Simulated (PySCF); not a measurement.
**Spin-rotation constants: SMILES C=CC(=O)NC1CC1, C6H9NO**

Geometry (Å), atoms numbered from 1 in this order:
```xyz
17

C     3.504    0.177   -0.311
C     2.315   -0.355   -0.073
C     1.092    0.487   -0.053
O     1.095    1.684   -0.262
N    -0.043   -0.207    0.223
C    -1.325    0.407    0.296
C    -2.329   -0.090    1.291
C    -2.536   -0.339   -0.177
H     4.410   -0.405   -0.334
H     3.587    1.236   -0.491
H     2.190   -1.413    0.115
H     0.000   -1.201    0.388
H    -1.246    1.469    0.103
H    -2.055   -0.930    1.912
H    -2.959    0.629    1.790
H    -2.400   -1.346   -0.543
H    -3.308    0.210   -0.691
```

Method used: GIAO PBE0/pcSseg-1 magnetisability, rotational g tensor and spin-rotation constants, non-relativistic, gas phase in PySCF 2.14.0. Geometry: GFN2-xTB.

**Question.** Give the nuclear spin-rotation constants along the inertial axes (H = +C I·J) beside the isotropic shieldings.

**Answer.** Rotational constants 6.5819, 0.9999, 0.9320 GHz. A star marks the isotopologue with that one atom substituted, in its own axes.
| atom | isotope | Caa (kHz) | Cbb (kHz) | Ccc (kHz) | mean (kHz) | σ (ppm) |
| --- | --- | --- | --- | --- | --- | --- |
| N5 | 14N | 0.452 | 0.122 | 0.075 | 0.216 | 119.6 |
| H9 | 1H | 0.158 | -0.027 | -0.108 | 0.008 | 25.7 |
| H10 | 1H | -0.542 | 0.094 | -0.104 | -0.184 | 24.8 |
| H11 | 1H | -0.645 | 0.098 | -0.116 | -0.221 | 25.9 |
| H12 | 1H | -0.775 | 0.070 | -0.130 | -0.278 | 27.9 |
| H13 | 1H | -0.543 | 0.034 | -0.097 | -0.202 | 27.7 |
| H14 | 1H | -0.714 | -0.028 | -0.080 | -0.274 | 31.5 |
| H15 | 1H | -0.453 | -0.069 | -0.067 | -0.197 | 30.9 |
| H16 | 1H | -0.713 | -0.030 | -0.078 | -0.274 | 31.5 |
| H17 | 1H | -0.448 | -0.068 | -0.069 | -0.195 | 30.9 |
| C1 | 13C* | 2.474 | 0.470 | 0.105 | 1.016 | 50.4 |
| C2 | 13C* | 2.123 | 0.478 | 0.152 | 0.918 | 50.1 |
| C3 | 13C* | 3.349 | 0.360 | 0.210 | 1.306 | 21.6 |
| O4 | 17O* | -3.046 | -0.582 | -0.002 | -1.210 | -30.5 |
| C6 | 13C* | 1.186 | 0.134 | 0.131 | 0.483 | 161.8 |
| C7 | 13C* | 0.747 | 0.084 | 0.165 | 0.332 | 179.0 |

For the geometry as given, no vibrational averaging.

**Question.** How do the rotational constants and the g tensor change when H9, H10, H11, H12, H13, H14, H15, H16, H17 are replaced by deuterium?

**Answer.** Constants 5.3120, 0.8672, 0.8085 GHz; g -0.0415, -0.0063, 0.0017, against -0.0509, -0.0072, 0.0021 before.
